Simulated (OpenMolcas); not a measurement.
# Computed transition rates of Os+

* Program: OpenMolcas
* Method: CASSCF
* Basis: ANO-RCC-VQZP [9s8p6d4f3g2h]
* Scalar Hamiltonian: DKH3, point nucleus
* Active space: 7 electrons in 6 orbitals (5d 6s)
* State averaging: 2S+1 = 6 even, 6 roots; 2S+1 = 4 even, 26 roots; 2S+1 = 2 even, 5 roots (0 in the spin-orbit step)
* Spin-orbit coupling: RASSI with atomic mean-field integrals over the reference wave functions, term energies averaged over their components

Rates come from the transition moments of the reference wave functions (E1 and E2 in the length form). At fixed line strength A goes as λ^-3 for E1 and M1 and as λ^-5 for E2, so a rate at the computed wavelength can be rescaled to the measured one. Measured vacuum wavelengths follow from level energies in NIST Handbook of Basic Atomic Spectroscopic Data. Branching counts decays inside the model space alone, at computed energies, and the table is only a selection of the M1 lines, drawn from those between levels with measured partners whose computed energy lies within a factor of 1.5 of the measured one.

```
        Upper          Lower  Type  λ computed (nm)  λ measured (nm)  A computed (s-1)  A rescaled (s-1)  Branching %
5d6 6s 6D 7/2  5d6 6s 6D 9/2    M1             2924             2783          1.49e+00          1.73e+00        100.0
5d6 6s 6D 3/2  5d6 6s 6D 5/2    M1             7606             6013          2.00e-01          4.05e-01        100.0
5d6 6s 6D 1/2  5d6 6s 6D 3/2    M1            13250             9574          5.03e-02          1.33e-01        100.0
```

The largest correction is for 5d6 6s 6D 1/2 → 5d6 6s 6D 3/2 (M1): 5.03e-02 × (13250 / 9574)^3 = 1.33e-01 s-1, a factor of 2.65.

The computed rate and branching of 5d6 6s 6D 7/2 → 5d6 6s 6D 9/2 give the upper level a radiative lifetime of 1.000 / 1.49e+00 s-1 = 6.71e-01 s, counting decays inside the model space alone. The rescaled rate gives about 5.8e-01 s.

These are rates of the free ion; in crystals, glasses and complexes forced electric-dipole and non-radiative decay shorten such lifetimes by orders of magnitude. No measured rate stands beside these. Rescaling mends the energy factor alone: line strengths can still be far off where a level mixes with configurations outside the active space, and weak or spin-changing lines hang on small mixing coefficients that depend on the term gaps too, so rescaling need not improve them.

Some high roots are left out of the spin-orbit mixing, which shifts the levels that they would mix with. Without dynamic correlation excited terms often stand tens of per cent too high (terms of higher spin than the ground term too low), and those without a measured partner can miss by more than the paired ones. Computed and measured levels are paired by configuration, term and J; levels that our copy of the source lacks, or whose pairing is in doubt (as where it misses far off the trend of its configuration), stay unpaired. Levels of configurations outside the active space are missing.
